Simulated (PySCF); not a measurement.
## Static response to an electric field

Species: phenylsilane, C₆H₈Si.
Geometry (PBE0-D3(BJ)/def2-SVP, Å), atoms numbered from 1 in this order:
```xyz
15
C6H8Si angstrom
Si     2.5303   -0.0419    0.2446
C      0.6597   -0.0283    0.0723
C     -0.0586   -1.2185   -0.1129
C     -1.4474   -1.2075   -0.2419
C     -2.1425   -0.0012   -0.1870
C     -1.4447    1.1928   -0.0031
C     -0.0579    1.1775    0.1250
H      3.1737    0.7572   -0.8441
H      3.0213   -1.4509    0.1695
H      2.9508    0.5524    1.5514
H      0.4734   -2.1732   -0.1575
H     -1.9887   -2.1459   -0.3855
H     -3.2306    0.0099   -0.2877
H     -1.9856    2.1413    0.0403
H      0.4718    2.1244    0.2683
```

Level: CAM-B3LYP/def2-SVPD (PySCF), static field, nuclei fixed, core orbitals frozen in the response. The polarisability tensor in these axes (au):

```
x   123.97  -0.01   5.55
y    -0.01  99.30   3.47
z     5.55   3.47  65.17
```

Q: Diagonalise the tensor; give its mean and Δα, where Δα² is half the sum of the squared differences of the eigenvalues.

A: Principal values 64.31, 99.64 and 124.49 au; mean 96.15 au = 14.25 Å³ = 15.85 × 10⁻⁴⁰ C²·m²/J; Δα = 52.38 au (54 % of the mean).

Q: What is the dipole moment, and where does it point?

A: (-0.88, 0.02, -0.08) D, 0.89 D in size, pointing from the negative to the positive side. Measured along this direction, the outermost atoms are H10, H8 and H9 at the negative end and H13 at the positive end.

Q: What would n − 1 = 2πNα be for an ideal gas of these molecules at 400 K and 1 atm, electronic part alone?

A: N = p/kT = 1.8347 × 10¹⁹ cm⁻³, so n − 1 = 2π × N × 14.25 × 10⁻²⁴ cm³ = 1642 × 10⁻⁶ at long wavelengths, for an ideal gas.

Q: Form Σ f/ω² (atomic units) for the 10 lowest TDDFT singlets, given as eV and f, and set it beside the mean polarisability, which is this sum over all singlets: 5.36, 0.0027; 5.99, 0.0612; 6.88, 0.4399; 6.91, 0.7871; 6.93, 0.0063; 7.08, 0.0021; 7.17, 0.0000; 7.21, 0.0007; 7.67, 0.0009; 7.77, 0.0271.

A: They add up to 20.91 au, 21.7 % of the 96.15 au; the largest single term is 12.21 au, from the state at 6.91 eV. Terms in order: 0.07, 1.26, 6.89, 12.21, 0.10, 0.03, 0.00, 0.01, 0.01, 0.33 au. Higher excitations give the rest. The strengths listed sum to 1.328.

Q: Rayleigh depolarisation ratio (linearly polarised light, static tensor)?

A: ρ = 3Δα²/(45ᾱ² + 4Δα²) = 8230.9/(415993 + 10974.5) = 0.0193.

Q: Find the Langevin capture rate constant for H3+ (3.023 u) meeting this molecule (108.040 u), k = 2.342 × 10⁻⁹ cm³/s × √(α in Å³ / reduced mass in u).

A: The reduced mass is 2.94 u, so k = 5.15 × 10⁻⁹ cm³/s. The formula leaves out the permanent dipole, which adds to the capture rate.

Geometry: PBE0-D3(BJ)/def2-SVP; no solvent, vibrations or thermal averaging.

The run behind these numbers computed excited states and ΔSCF ions as well. Time: 3.3 min. Hardware: x86-64 server, one thread (shared host).
